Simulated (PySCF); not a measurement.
C4H6ClF, SMILES CC/C(=C/Cl)F.

Coordinates come from a B3LYP-D3(BJ)/def2-SVP optimisation. The structure was generated by enumeration; whether it is a known compound was not checked. Other conformers were not sampled.

Vertical ionisation energy (IE) and electron affinity (EA) in eV. Rows of orbital energies are one-electron estimates. Where ΔSCF, EOM or ADC give a negative EA the extra electron is unbound and the value depends on the basis.

| level | IE | EA |
|---|---|---|
| −ε(HOMO), −ε(LUMO), r2SCAN/def2-TZVP (PySCF) | 6.07 | 0.67 |
| −ε(HOMO), −ε(LUMO), PBE/def2-TZVP (PySCF) | 5.85 | 0.88 |
